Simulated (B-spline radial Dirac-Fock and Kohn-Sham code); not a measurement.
# Electron momentum distribution of Rh¹²⁺: Compton profiles

System: Rh¹²⁺, configuration [Ar] 3d10 4s2 4p3.

Method: the impulse approximation on Dirac-Fock densities. Computed with an atomic code on a B-spline grid. pz is in atomic units of momentum; subshell profiles are per electron, for a selection of subshells; open shells are spread over both j values by their weights.

```csv
pz,J total,J 1s1/2,J 3s1/2,J 3d5/2,J 4p3/2
0,3.228,0.0184,0.157,0.0662,0.216
0.2,3.212,0.0184,0.157,0.0662,0.216
0.3,3.193,0.0184,0.156,0.0662,0.216
0.4,3.165,0.0184,0.154,0.0662,0.216
0.5,3.131,0.0184,0.153,0.0662,0.215
0.6,3.089,0.0183,0.151,0.0662,0.214
0.8,2.988,0.0183,0.146,0.0662,0.209
1,2.867,0.0183,0.140,0.0662,0.201
1.2,2.733,0.0183,0.133,0.0662,0.188
1.4,2.592,0.0183,0.126,0.0662,0.171
1.6,2.451,0.0183,0.117,0.0661,0.151
1.8,2.315,0.0183,0.109,0.0661,0.129
2,2.189,0.0183,0.0998,0.0659,0.107
2.5,1.925,0.0182,0.0778,0.0653,0.0592
3,1.730,0.0181,0.0579,0.0641,0.0296
4,1.434,0.0179,0.0292,0.0592,0.0132
5,1.164,0.0177,0.0153,0.0512,0.0126
7,0.7223,0.0171,0.0103,0.0323,0.00606
10,0.3759,0.0159,0.00812,0.0127,0.000928
15,0.1610,0.0134,0.00176,0.00233,0.000560
20,0.08031,0.0108,0.000368,0.000467,0.000343
30,0.02656,0.00629,0.000272,2.92e-05,7.03e-05
40,0.01111,0.00342,0.000157,3.06e-06,1.48e-05
60,0.002680,0.00101,3.74e-05,< 1e-6,1.15e-06
100,0.0003123,0.000129,3.66e-06,< 1e-6,< 1e-6
```

J(0) = 3.228. The 4s1/2 subshell gives the largest part, 20 %.

Mean momentum ⟨p⟩ by subshell (a.u.): 1s1/2 40.5, 2s1/2 14.2, 2p1/2 19.0, 2p3/2 18.3, 3s1/2 6.73, 3p1/2 8.01, 3p3/2 7.80, 3d3/2 9.20, 3d5/2 9.12, 4s1/2 3.35, 4p1/2 3.75, 4p3/2 3.69.
